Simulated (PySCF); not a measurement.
# Br²⁺: excitation energy

Br²⁺ [Ar] 3d10 4s2 4p3 (4S) → Br²⁺ [Ar] 3d10 4s1 4p3 5s1 (6S), as a difference of total energies. Computed with PySCF 2.14 in aug-cc-pVDZ-DK (6s5p3d, 36 functions), with scalar relativity by spin-free X2C-1e. Correlated levels: valence: [Ar] 3d10 frozen. The calculations carry no spin-orbit coupling.

| method | excitation energy (cm⁻¹) |
| --- | --- |
| UHF | 208970 |
| MP2 (valence) | 216410 |
| SCS-MP2 (valence) | 219500 |
| CCSD (valence) | 218120 |
| CCSD(T) (valence) | 218230 |
| CCSDT (valence) | 218250 |

The promoted electron is Rydberg-like, and one or two diffuse shells describe it only roughly, which tends to raise the upper state.
